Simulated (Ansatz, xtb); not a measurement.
# A geometry optimisation of CH4BO2+ with r2SCAN-D4/def2-SVP

The starting geometry of this gas-phase singlet was built from a drawn formula by distance geometry and a force field; its bonds are those of `[BH+]C(O)O`.

```yaml
atoms:
  - { symbol: C, position_ang: [0.6407, -0.3547, -1.1092] }
  - { symbol: B, position_ang: [-0.3108, 0.8577, -0.8799] }
  - { symbol: O, position_ang: [0.4896, -1.0600, 0.0509] }
  - { symbol: O, position_ang: [-0.0219, -0.9425, -2.2052] }
  - { symbol: H, position_ang: [-0.1303, 1.8822, -0.8104] }
  - { symbol: H, position_ang: [1.7538, -0.2451, -1.3591] }
  - { symbol: H, position_ang: [1.0300, -1.9058, -0.0154] }
  - { symbol: H, position_ang: [0.4885, -1.7438, -2.4364] }
```

Q: Predict what becomes of its bonds when it is optimised with r2SCAN-D4/def2-SVP.

A: It rearranges to `OB[CH+]O`. Distances that change by over a tenth: B2–H5 (1.04 → 1.21 Å). Contacts that open: C1–O4 (1.41 → 2.51 Å). Contacts that close: B2–O4 (2.25 → 1.32 Å).

The energy falls by 5.02 eV over 28 steps:

```
step  E − E(last) (eV)
   1             5.023
   4             3.326
   7             3.232
  10             2.879
  13             2.015
  16             0.951
  19             0.324
  22             0.028
  25             0.001
  28             0.000
```

Final geometry (Å):

```json
{"atom": "C", "x (Å)": "1.0948", "y (Å)": "-0.6281", "z (Å)": "-0.5853"}
{"atom": "B", "x (Å)": "0.0990", "y (Å)": "0.1044", "z (Å)": "-1.6065"}
{"atom": "O", "x (Å)": "0.6174", "y (Å)": "-1.3857", "z (Å)": "0.3050"}
{"atom": "O", "x (Å)": "-0.2573", "y (Å)": "-0.5546", "z (Å)": "-2.6929"}
{"atom": "H", "x (Å)": "-0.2104", "y (Å)": "1.2227", "z (Å)": "-1.2654"}
{"atom": "H", "x (Å)": "2.1849", "y (Å)": "-0.4273", "z (Å)": "-0.5640"}
{"atom": "H", "x (Å)": "1.2657", "y (Å)": "-1.7468", "z (Å)": "0.9513"}
{"atom": "H", "x (Å)": "-0.8547", "y (Å)": "-0.0967", "z (Å)": "-3.3069"}
```

From the same start GFN2-xTB ends elsewhere, at `B[C+](O)O`.

The end wasn't checked by frequencies. Run with Ansatz 0.2.0, 35 s on 2 threads of Arm Neoverse V1, with other jobs on the host.
